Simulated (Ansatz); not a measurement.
Geometry optimisation, RKS B3LYP-D4/def2-mTZVP (Ansatz).

Input:

```yaml
crystal:
  periodic: [false, false, false]
  atoms:
    - { symbol: Sn, position_ang: [-0.449708, 0.0, -0.458215] }
    - { symbol: Cl, position_ang: [0.007291, 0.0, 3.134675] }
    - { symbol: H, position_ang: [1.120488, 0.0, 0.209421] }
    - { symbol: H, position_ang: [-0.672896, 1.403129, -1.422593] }
    - { symbol: H, position_ang: [-0.672896, -1.403129, -1.422593] }
    - { symbol: H, position_ang: [-1.700589, 0.0, 0.743352] }
    - { symbol: H, position_ang: [-1.187489, 0.0, 2.533753] }
basis:
  gaussian: { orbitals: def2-mTZVP }
hamiltonian:
  xc: b3lyp
  dispersion: d4
relax:
  f_tol: 0.03
  max_steps: 50
```

Run as:

```bash
$ ansatz run input.yaml --threads 1 --pin off --max-ram 2048MiB --backend cpu --events-out ev --progress --plain --runs-dir out
```

Q: Where does it end, and by what steps?

A: The run converged. The force dipped under the threshold on the way, but the program's further checks kept it going. After 20 steps the energy has fallen by 0.151 eV; Cl2 moved furthest, 1.24 Å.

```tsv
step	energy less start (eV)	largest force component (eV/Å)	accepted
0	0.0000	0.897	yes
1	-0.0820	0.695	yes
2	-0.1161	0.488	yes
3	-0.1195	0.782	yes
4	-0.1408	0.080	yes
5	-0.1421	0.074	yes
6	-0.1440	0.079	yes
7	-0.1327	0.811	no
8	-0.1452	0.052	yes
9	-0.1462	0.091	yes
10	-0.1400	0.459	no
11	-0.1479	0.005	yes
12	-0.1486	0.087	yes
13	-0.1489	0.127	yes
14	-0.1492	0.155	yes
15	-0.1499	0.058	yes
16	-0.1502	0.005	yes
17	-0.1505	0.028	yes
18	-0.1507	0.066	yes
19	-0.1509	0.047	yes
20	-0.1512	0.002	yes
```

```xyz
7
Properties=species:S:1:pos:R:3
Sn -0.339 0.000 -0.692
Cl -0.885 0.000 3.989
H 1.368 0.000 -0.596
H -0.898 1.406 -1.488
H -0.898 -1.406 -1.488
H -0.971 0.000 0.910
H -0.933 0.000 2.683
```

Whether the end is a true minimum wasn't checked by a vibrational analysis.

The run took 61 s on 1 thread of Arm Neoverse V1, with other jobs on the host, peak memory 0.14 GiB.
